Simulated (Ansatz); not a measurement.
`C[CH](F)[InH2]` + H₂ → `C[CH2][InH2]` + H–F at 700 K and 1 bar (hydrogenolysis of a C–F bond).

Isolated molecules relaxed with PBE0-D4/def2-TZVP in Ansatz; ΔE leaves out vibrations. CCSD(T)/CBS adds triple-zeta CCSD(T) − MP2 to the extrapolated MP2 energy (def2 sets, frozen cores). This one scheme is used for every species. def2 core potentials past Kr. For In outer-core shells are correlated without core-valence functions, which leaves a few kJ/mol of doubt a bond.

| species | CCSD(T)/CBS energy (Eh) | H − E (kJ/mol) | S (J/(mol·K)) |
| --- | --- | --- | --- |
| `C[CH](F)[InH2]` | -369.27081 | 252.7 | 461.0 |
| H₂ | -1.17544 | 46.8 | 155.3 |
| `C[CH2][InH2]` | -270.09414 | 266.2 | 430.3 |
| H–F | -100.39570 | 45.2 | 198.5 |

H − E and S are ideal-gas, rigid-rotor, harmonic terms from PBE0-D4/def2-TZVP, for one conformer and one mirror image of each species. For small species the MP2-based limit differs from directly extrapolated CCSD(T) by up to some mEh (0.8 for H₂); such offsets cancel only in part. 1 Eh = 2625.50 kJ/mol, R = 8.31446 J/(mol·K).

**Question.** By hand: ΔE, ΔH, ΔS and ΔG.

**Answer.** ΔE = (-270.09414) + (-100.39570) − (-369.27081) − (-1.17544) = -0.04359 Eh = -114.4 kJ/mol. Δ(H − E) = 266.2 + 45.2 − 252.7 − 46.8 = 11.9, so ΔH = -102.5 kJ/mol. ΔS = 430.3 + 198.5 − 461.0 − 155.3 = 12.5 J/(mol·K). ΔG = -102.5 − 700 × (12.5)/1000 = -111.2 kJ/mol.

**Question.** By hand: the equilibrium constant, and the temperature at which ΔG would vanish if ΔH and ΔS stayed fixed.

**Answer.** log₁₀ K = −ΔG/(RT ln 10) = 8.3. ΔH and −TΔS have one sign here, so there is no such temperature.

The number of gas molecules stays the same, so ΔS is small and ΔH decides. A doubt of 5 kJ/mol in ΔE shifts log₁₀ K by 0.4 here. Other conformers and mirror images would add mixing entropy, several J/(mol·K) or more a flexible species. Modes under 60 cm⁻¹, often nearly free rotors, make the harmonic entropy too high. These are equilibria of isolated gas molecules and say nothing of rates. Largest T1 diagnostic: 0.013 (customary marks: 0.02 for closed shells, 0.045 for open ones).

ΔS is within the doubt of such terms, so its sign, and with it that verdict, could turn.
